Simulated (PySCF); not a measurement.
**Orbital picture of ZnSi⁺**

LC-ωPBE at R = 2.534 Å; basis Zn x2c-SVPall, Si x2c-SVPall; spin-free X2C with a Gaussian nucleus; PySCF 2.14. State: ²Π (doublet), unpaired electrons π ↑. Only the outer orbitals are listed, counted within each symmetry.

```tsv
spin	orbital	occ.	ε (eV)	on Zn (%)	main shells (%)
α	9σ	1	-23.35	77	74 Zn d, 22 Si s
α	4π	1	-22.94	100	100 Zn d
α	4π	1	-22.94	100	100 Zn d
α	1δ	1	-22.88	100	100 Zn d
α	1δ	1	-22.88	100	100 Zn d
α	10σ	1	-21.94	35	64 Si s, 26 Zn d
α	11σ	1	-15.58	60	58 Zn s, 29 Si p, 10 Si s
α	5π	1	-14.04	4	95 Si p
α	5π	0	-6.76	8	92 Si p
α	12σ	0	-6.56	58	43 Si p, 39 Zn s, 19 Zn p
α	6π	0	-2.22	94	94 Zn p
β	9σ	1	-23.16	94	93 Zn d
β	4π	1	-22.95	100	100 Zn d
β	4π	1	-22.92	100	100 Zn d
β	1δ	1	-22.90	100	100 Zn d
β	1δ	1	-22.90	100	100 Zn d
β	10σ	1	-20.74	24	75 Si s, 13 Zn s
β	11σ	1	-15.30	65	65 Zn s, 20 Si p, 15 Si s
β	12σ	0	-6.45	50	51 Si p, 26 Zn s, 24 Zn p
β	5π	0	-6.44	9	90 Si p
β	5π	0	-5.46	14	86 Si p, 13 Zn p
```

**Question.** Which are the highest filled and the lowest empty level, where do they sit, and how wide is the gap?

**Answer.** Highest filled α 5π at -14.04 eV (in %: 95 Si p); lowest empty α 5π at -6.76 eV (in %: 92 Si p); the gap at LC-ωPBE is 7.28 eV. Both belong to one degenerate shell, split only by its one-sided filling, so this is no excitation gap.

The bond order (Mayer) is 0.87. The ⟨S²⟩ is 0.772, the charge on Zn (Mulliken, basis-dependent) is 0.41 and the charge on Zn (Löwdin, basis-dependent) is 0.46. The dipole moment (positive dipole points towards Si; it is taken about the centre of mass and depends on that origin) is 0.73 D.

The state was picked by a PBE0 search and need not be the measured ground state.
